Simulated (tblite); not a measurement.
C6H8NO (doublet state).
Atom-mapped SMILES: `[CH3:1][C:2]#[C:3][C:4]([CH3:5])[NH:6][CH:7]=[O:8]` (hydrogens: H9, H10, H11 on C1; H12, H13, H14 on C5; H15 on N6; H16 on C7)

The geometry is computed with GFN2-xTB (gas phase). This method treats the open shell by occupation alone, without spin polarisation.

Give the optimised bond lengths and angles.

```csv
bond,length (Å),order
C1–C2,1.442,single
C2≡C3,1.216,triple
C3–C4,1.375,single
C4–C5,1.486,single
C4–N6,1.383,single
N6–C7,1.361,single
C7=O8,1.211,double
"C1–H9, C1–H10, C1–H11",1.091,single
"C5–H12, C5–H13, C5–H14",1.089,single
N6–H15,1.012,single
C7–H16,1.106,single
```

Bonds in one row agree within 0.01 Å and their mean is given. Orders are formal, as drawn. A selection of angles:
```csv
angle,degrees
C1–C2–C3,179.5
C2–C3–C4,179.8
C3–C4–C5,121.9
C3–C4–N6,117.6
C5–C4–N6,120.5
C4–N6–C7,128.4
N6–C7–O8,127.0
H15–N6–C4,114.4
H15–N6–C7,117.2
```

Torsions: C3–C4–N6–C7 180° (antiperiplanar); C4–N6–C7–O8 0° (synperiplanar). The mirror-image conformer, all signs reversed, is as good.

N6 (nitrogen bonded to 2 C and H) is planar (angles 128.4°, 117.2° and 114.4°, sum 360.0°, 0.00 Å off the plane of its three neighbours). C4 (carbon bonded to 2 C and N) is planar (angles 121.9°, 120.5° and 117.6°, sum 360.0°, 0.00 Å off the plane of its three neighbours). The 8 heavy atoms lie in one plane (0.001 Å rms). The 4 C–C bonds span 1.216 Å (C2≡C3, drawn triple) to 1.486 Å (C4–C5, drawn single), a spread of 0.270 Å. The 2 C–N bonds span 1.361 Å (N6–C7, drawn single) to 1.383 Å (C4–N6, drawn single), a spread of 0.022 Å. Of the pairs four or more bonds apart, C5···O8 is among the closest relative to their van der Waals radii: 2.84 Å, 88 % of the sum of Bondi's values. C7 (carbon bonded to N, O and H) is planar (angles 127.0°, 122.5° and 110.5°, sum 360.0°, 0.00 Å off the plane of its three neighbours).

Its GFN2-xTB frequencies are all real (lowest 20 cm⁻¹). 3 starts were optimised and ended at 0.00, 0.01 and 1.03 kcal/mol (GFN2-xTB); the lowest of these is shown.
